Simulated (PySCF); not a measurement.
C6H17NSi, SMILES CC(C)N([SiH3])C(C)C.

Coordinates come from a r2SCAN-D4/def2-SVP optimisation. The isomer is the one that the SMILES or the coordinates give; other isomers of the formula were not compared. Other conformers were not sampled.

These are TDA-ωB97X/def2-SVP run with PySCF values and carry that method's errors.

Vertical excitations. 

Task: Give excitation energies, oscillator strengths and character. (Estimate from the structure and the level; the computed values follow.)

Result: 
```
state  energy (eV)  λ (nm)      f                                                              main pairs
-----  -----------  ------  -----  ----------------------------------------------------------------------
S1            6.33     196  0.006                                                          HOMO→LUMO 91 %
S2            7.26     171  0.003                                      HOMO→LUMO+1 56 %, HOMO→LUMO+2 35 %
S3            7.95     156  0.069                    HOMO→LUMO+3 39 %, HOMO→LUMO+2 36 %, HOMO→LUMO+1 13 %
S4            8.13     152  0.018  HOMO→LUMO+3 37 %, HOMO→LUMO+1 19 %, HOMO→LUMO+2 15 %, HOMO→LUMO+6 10 %
S5            8.62     144  0.030   HOMO→LUMO+4 45 %, HOMO→LUMO+3 15 %, HOMO→LUMO+6 13 %, HOMO→LUMO+7 8 %
S6            8.78     141  0.029  HOMO→LUMO+6 28 %, HOMO→LUMO+4 25 %, HOMO→LUMO+7 24 %, HOMO→LUMO+5 10 %
T1            6.08     204      0                                                          HOMO→LUMO 84 %
T2            7.08     175      0                                      HOMO→LUMO+2 47 %, HOMO→LUMO+1 46 %
```
Triplets are in the Tamm–Dancoff approximation.
Roots above 8.0 eV, the ΔSCF ionisation energy, lie in the ionisation continuum and depend on the basis.
